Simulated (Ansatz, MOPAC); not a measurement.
Species: C2H8GeN, charge -1, multiplicity 1. SMILES: C[N](C)[GeH2-]

Atoms: C1, N2, C3, Ge4, H5, H6, H7, H8, H9, H10, H11, H12. Bonds: C1-N2, C1-H5, C1-H6, C1-H7, N2-C3, N2-Ge4, C3-H8, C3-H9, C3-H10, Ge4-H11, Ge4-H12.

Bond lengths (Å) and angles (degrees) optimised at PM6 with MOPAC; MNDO with MOPAC; HF/3-21G with Ansatz (a quantum-chemistry and plane-wave program); B3LYP/LANL2DZ with Ansatz, each started from the B3LYP-D3(BJ)/def2-TZVP structure (Ansatz) of the last column. A row stands for all coordinates that are equal there; 11 of 27 kinds are shown. No wavenumbers were computed at MNDO, B3LYP/LANL2DZ, so these may be saddle points.

| coordinate | PM6 | MNDO | HF/3-21G | B3LYP/LANL2DZ | B3LYP-D3(BJ)/def2-TZVP |
|---|---|---|---|---|---|
| C1-N2 | 1.489 | 1.428 | 1.448 | 1.460 | 1.437 |
| C1-H5 | 1.101 | 1.126 | 1.097 | 1.113 | 1.106 |
| C1-H6 | 1.100 | 1.127 | 1.099 | 1.120 | 1.114 |
| C1-H7 | 1.104 | 1.115 | 1.083 | 1.099 | 1.094 |
| N2-Ge4 | 1.869 | 1.959 | 1.878 | 1.965 | 1.983 |
| C3-H8 | 1.100 | 1.126 | 1.098 | 1.119 | 1.112 |
| C3-H9 | 1.101 | 1.126 | 1.097 | 1.114 | 1.108 |
| C3-H10 | 1.102 | 1.115 | 1.082 | 1.097 | 1.091 |
| C1-N2-C3 | 109.9 | 116.2 | 111.8 | 112.1 | 110.5 |
| C1-N2-Ge4 | 110.9 | 121.3 | 122.5 | 118.2 | 113.2 |
| C3-N2-Ge4 | 111.6 | 122.2 | 125.3 | 121.3 | 117.2 |

Mean signed difference of all 11 bond lengths from B3LYP-D3(BJ)/def2-TZVP: PM6 -0.029 Å, MNDO -0.012 Å, HF/3-21G -0.012 Å, B3LYP/LANL2DZ 0.008 Å.
